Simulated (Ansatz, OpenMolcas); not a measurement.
**From OpenMolcas to Ansatz**

This OpenMolcas 26.06 job computes CH5FOSi (SMILES C[SiH](O)F):

job.inp:
```
* CH5FOSi Hartree-Fock

&GATEWAY
 BasLib = $CurrDir
 Coord
 9
 angstrom
 C       -1.059200       0.382700       0.202100
 Si       0.598700      -0.059400      -0.491700
 O        1.699800      -0.426000       0.658800
 F        0.386100      -1.319200      -1.457200
 H       -1.759300       0.624200      -0.601500
 H       -0.982100       1.251700       0.860100
 H       -1.484000      -0.445000       0.776700
 H        1.214000       1.018000      -1.292600
 H        1.474600      -1.073100       1.328200
 Basis = STO-3G
 Group = NoSym

&SEWARD

&SCF
 Thresholds = 1e-10 1e-07 1e-07 1e-05
 PrOrbitals = 1 2

&ALASKA
```

```bash
$ export MOLCAS_MEM=1860
$ pymolcas job.inp > job.log
```

(Basis files named in the input come from the Basis Set Exchange and aren't shown.)

The coordinates come from a PBE0-D4/def2-TZVP relaxation. This is one conformer, not always the lowest.

The shape isn't stationary at this level (largest force 1.9 eV/Å).

It gives a total energy of -497.848066 Eh.

Q: Translate the job to Ansatz 0.2.0 as an input file of the program's own, asking for the energy.

A: This input was run:

input.yaml:
```yaml
crystal:
  periodic: [false, false, false]
  atoms:
    - symbol: C
      position_ang: [-1.059200, 0.382700, 0.202100]
    - symbol: Si
      position_ang: [0.598700, -0.059400, -0.491700]
    - symbol: O
      position_ang: [1.699800, -0.426000, 0.658800]
    - symbol: F
      position_ang: [0.386100, -1.319200, -1.457200]
    - symbol: H
      position_ang: [-1.759300, 0.624200, -0.601500]
    - symbol: H
      position_ang: [-0.982100, 1.251700, 0.860100]
    - symbol: H
      position_ang: [-1.484000, -0.445000, 0.776700]
    - symbol: H
      position_ang: [1.214000, 1.018000, -1.292600]
    - symbol: H
      position_ang: [1.474600, -1.073100, 1.328200]
basis:
  gaussian: {orbitals: STO-3G}
hamiltonian: {xc: hf}
accuracy: high
output: {orbitals: {seedname: orbitals}}
```

```bash
$ ansatz run input.yaml --threads 1 --pin off --max-ram 3480MiB --events-out events.jsonl --progress --plain --runs-dir runs
```

Its energy is -497.848066 Eh, the same as the first but for the last digit, at most.
